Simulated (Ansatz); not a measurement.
Ansatz (a first-principles code) input (B3LYP-D3(BJ)/def2-TZVP):

Ansatz 0.2 input:
```yaml
crystal:
  periodic: [false, false, false]
  atoms:
    - {symbol: C, position_ang: [-2.07952789, 0.29049770, 0.05993258]}
    - {symbol: C, position_ang: [-0.71834052, 0.35621353, 0.23023904]}
    - {symbol: C, position_ang: [0.27094165, -0.45374132, -0.28098637]}
    - {symbol: C, position_ang: [1.73041437, -0.20783491, -0.06777156]}
    - {symbol: H, position_ang: [-2.75250733, 0.96554073, 0.57591768]}
    - {symbol: H, position_ang: [-2.54580104, -0.48716464, -0.53259590]}
    - {symbol: H, position_ang: [-0.36588414, 1.17374683, 0.87236168]}
    - {symbol: H, position_ang: [0.01691617, -1.27303773, -0.94817954]}
    - {symbol: H, position_ang: [1.87700907, 0.62332768, 0.62721512]}
    - {symbol: H, position_ang: [2.28038393, 0.04949775, -0.99720540]}
    - {symbol: H, position_ang: [2.26090237, -1.08280235, 0.35574849]}
basis:
  gaussian:
    orbitals: def2-TZVP
hamiltonian:
  xc: b3lyp
  dispersion: d3bj
total_charge: -1
relax: {f_tol: 0.002, max_steps: 150}
```

Output:

```
Functional definition: B3LYP
integrals: 0.06 GiB planned
1028 factors; their error is unknown
mean field: 0.69 GiB planned
mean field evaluation 1: about -4254.8582 eV, gradient 5.5e1 eV
mean field evaluation 2: about -4225.1041 eV, gradient 9.3e1 eV
mean field evaluation 4: about -4262.3125 eV, gradient 9.6e0 eV
mean field evaluation 8: about -4262.5755 eV, gradient 2.3e-1 eV
mean field evaluation 16: about -4262.5619 eV, gradient 6.2e-3 eV
mean field -4262.56191475 eV, -156.6462610988 hartree, gradient 2.2e-5 eV, S^2 0.000000; 0 other end points of the search recorded, 0 dependent functions left out
the calculation of the forces begins
reference -4262.56218400 eV, -156.6462709935 hartree; 16, 16 occupied and 150, 150 virtual orbitals, 1028 factors
relax step   1: F+E_penalty+E_count = -4262.87416298 eV  Δ(F+E_penalty+E_count) = +0.000e0 eV  max|allowed force component| = 9.919e-1 eV/Å  Δτ_max = 0.0000 Å  (31 SCF iters, accepted)
these checks for a lower state are left out or cut short: starts, cluster_reference, orbital_swaps, neighbouring_geometries, increment
integrals: 0.06 GiB planned
1028 factors; their error is unknown
mean field: 0.69 GiB planned
mean field -4262.58999488 eV, -156.6472930244 hartree, gradient 1.3e-5 eV, S^2 0.000000; 0 other end points of the search recorded, 0 dependent functions left out
the calculation of the forces begins
reference -4262.59026499 eV, -156.6473029508 hartree; 16, 16 occupied and 150, 150 virtual orbitals, 1028 factors
relax step   2: F+E_penalty+E_count = -4262.90043447 eV  Δ(F+E_penalty+E_count) = -2.627e-2 eV  max|allowed force component| = 2.982e-1 eV/Å  Δτ_max = 0.0448 Å  (31 SCF iters, accepted)
these checks for a lower state are left out or cut short: starts, cluster_reference, orbital_swaps, neighbouring_geometries, increment
integrals: 0.06 GiB planned
1028 factors; their error is unknown
mean field: 0.69 GiB planned
mean field evaluation 32: about -4262.5939 eV, gradient 6.1e-3 eV
mean field -4262.59386435 eV, -156.6474352248 hartree, gradient 1.3e-5 eV, S^2 0.000000; 0 other end points of the search recorded, 0 dependent functions left out
the calculation of the forces begins
reference -4262.59413457 eV, -156.6474451555 hartree; 16, 16 occupied and 150, 150 virtual orbitals, 1028 factors
relax step   3: F+E_penalty+E_count = -4262.90386903 eV  Δ(F+E_penalty+E_count) = -3.435e-3 eV  max|allowed force component| = 7.310e-2 eV/Å  Δτ_max = 0.0260 Å  (32 SCF iters, accepted)
these checks for a lower state are left out or cut short: starts, cluster_reference, orbital_swaps, neighbouring_geometries, increment
integrals: 0.06 GiB planned
1028 factors; their error is unknown
mean field: 0.68 GiB planned
mean field -4262.59394979 eV, -156.6474383649 hartree, gradient 1.4e-5 eV, S^2 0.000000; 0 other end points of the search recorded, 0 dependent functions left out
the calculation of the forces begins
reference -4262.59422003 eV, -156.6474482958 hartree; 16, 16 occupied and 150, 150 virtual orbitals, 1028 factors
relax step   4: F+E_penalty+E_count = -4262.90397100 eV  Δ(F+E_penalty+E_count) = -1.020e-4 eV  max|allowed force component| = 6.507e-2 eV/Å  Δτ_max = 0.0135 Å  (32 SCF iters, accepted)
these checks for a lower state are left out or cut short: starts, cluster_reference, orbital_swaps, neighbouring_geometries, increment
integrals: 0.06 GiB planned
1028 factors; their error is unknown
mean field: 0.69 GiB planned
mean field -4262.59421048 eV, -156.6474479449 hartree, gradient 1.4e-5 eV, S^2 0.000000; 0 other end points of the search recorded, 0 dependent functions left out
the calculation of the forces begins
reference -4262.59448074 eV, -156.6474578768 hartree; 16, 16 occupied and 150, 150 virtual orbitals, 1028 factors
relax step   5: F+E_penalty+E_count = -4262.90428385 eV  Δ(F+E_penalty+E_count) = -3.128e-4 eV  max|allowed force component| = 5.171e-2 eV/Å  Δτ_max = 0.0126 Å  (33 SCF iters, accepted)
these checks for a lower state are left out or cut short: starts, cluster_reference, orbital_swaps, neighbouring_geometries, increment
integrals: 0.06 GiB planned
1028 factors; their error is unknown
mean field: 0.68 GiB planned
mean field -4262.59427669 eV, -156.6474503783 hartree, gradient 1.4e-5 eV, S^2 0.000000; 0 other end points of the search recorded, 0 dependent functions left out
the calculation of the forces begins
reference -4262.59454695 eV, -156.6474603100 hartree; 16, 16 occupied and 150, 150 virtual orbitals, 1028 factors
relax step   6: F+E_penalty+E_count = -4262.90434015 eV  Δ(F+E_penalty+E_count) = -5.630e-5 eV  max|allowed force component| = 1.389e-2 eV/Å  Δτ_max = 0.0123 Å  (31 SCF iters, accepted)
these checks for a lower state are left out or cut short: starts, cluster_reference, orbital_swaps, neighbouring_geometries, increment
integrals: 0.06 GiB planned
1028 factors; their error is unknown
mean field: 0.69 GiB planned
mean field -4262.59429767 eV, -156.6474511493 hartree, gradient 1.4e-5 eV, S^2 0.000000; 0 other end points of the search recorded, 0 dependent functions left out
the calculation of the forces begins
reference -4262.59456788 eV, -156.6474610792 hartree; 16, 16 occupied and 150, 150 virtual orbitals, 1028 factors
relax step   7: F+E_penalty+E_count = -4262.90440193 eV  Δ(F+E_penalty+E_count) = -6.178e-5 eV  max|allowed force component| = 4.889e-3 eV/Å  Δτ_max = 0.0048 Å  (33 SCF iters, accepted)
these checks for a lower state are left out or cut short: starts, cluster_reference, orbital_swaps, neighbouring_geometries, increment
integrals: 0.06 GiB planned
1028 factors; their error is unknown
mean field: 0.68 GiB planned
mean field evaluation 64: about -4262.6084 eV, gradient 3.5e-4 eV
mean field -4262.59430478 eV, -156.6474514106 hartree, gradient 1.4e-5 eV, S^2 0.000000; 0 other end points of the search recorded, 0 dependent functions left out
the calculation of the forces begins
reference -4262.59457500 eV, -156.6474613410 hartree; 16, 16 occupied and 150, 150 virtual orbitals, 1028 factors
relax step   8: F+E_penalty+E_count = -4262.90441050 eV  Δ(F+E_penalty+E_count) = -8.574e-6 eV  max|allowed force component| = 2.396e-3 eV/Å  Δτ_max = 0.0016 Å  (33 SCF iters, accepted)
these checks for a lower state are left out or cut short: starts, cluster_reference, orbital_swaps, neighbouring_geometries, increment
integrals: 0.06 GiB planned
1028 factors; their error is unknown
mean field: 0.69 GiB planned
mean field -4262.59430427 eV, -156.6474513919 hartree, gradient 1.4e-5 eV, S^2 0.000000; 0 other end points of the search recorded, 0 dependent functions left out
the calculation of the forces begins
reference -4262.59457450 eV, -156.6474613225 hartree; 16, 16 occupied and 150, 150 virtual orbitals, 1028 factors
relax step   9: F+E_penalty+E_count = -4262.90441213 eV  Δ(F+E_penalty+E_count) = -1.629e-6 eV  max|allowed force component| = 1.178e-3 eV/Å  Δτ_max = 0.0010 Å  (33 SCF iters, accepted)
integrals: 0.06 GiB planned
1028 factors; their error is unknown
mean field: 0.69 GiB planned
mean field evaluation 96: about -4262.5943 eV, gradient 1.5e-2 eV
mean field -4262.59430427 eV, -156.6474513919 hartree, gradient 1.4e-5 eV, S^2 0.000000; 1 other end points of the search recorded, 0 dependent functions left out
the calculation of the forces begins
reference -4262.59457450 eV, -156.6474613225 hartree; 16, 16 occupied and 150, 150 virtual orbitals, 1028 factors
Total energy: -4262.90468236 eV, -156.6588575760 hartree
Atom 0 at    -2.112585     0.301110     0.063113 Å, force     0.000344     0.000150     0.000514 eV/Å
Atom 1 at    -0.727979     0.323163     0.206510 Å, force    -0.001178     0.000101    -0.000559 eV/Å
Atom 2 at     0.283786    -0.483638    -0.289959 Å, force     0.000291     0.000230     0.000113 eV/Å
Atom 3 at     1.738694    -0.208021    -0.069881 Å, force    -0.000369    -0.000064    -0.000713 eV/Å
Atom 4 at    -2.736711     1.008279     0.596054 Å, force    -0.000204    -0.000226    -0.000025 eV/Å
Atom 5 at    -2.617246    -0.460073    -0.525723 Å, force    -0.000040     0.000111     0.000005 eV/Å
Atom 6 at    -0.359994     1.142370     0.838883 Å, force     0.000236     0.000235    -0.000111 eV/Å
Atom 7 at     0.030555    -1.319169    -0.942304 Å, force     0.000261    -0.000182     0.000261 eV/Å
Atom 8 at     1.859472     0.616091     0.645332 Å, force    -0.000051    -0.000392     0.000532 eV/Å
Atom 9 at     2.308056     0.094759    -0.975142 Å, force     0.000471    -0.000125     0.000133 eV/Å
Atom 10 at     2.308459    -1.060626     0.347792 Å, force     0.000239     0.000163    -0.000151 eV/Å
Dipole moment:     0.590010     0.006425     0.046885 e Å
```

It need not be the lowest isomer of its formula. Whether it binds its extra electron was not tested at this geometry.
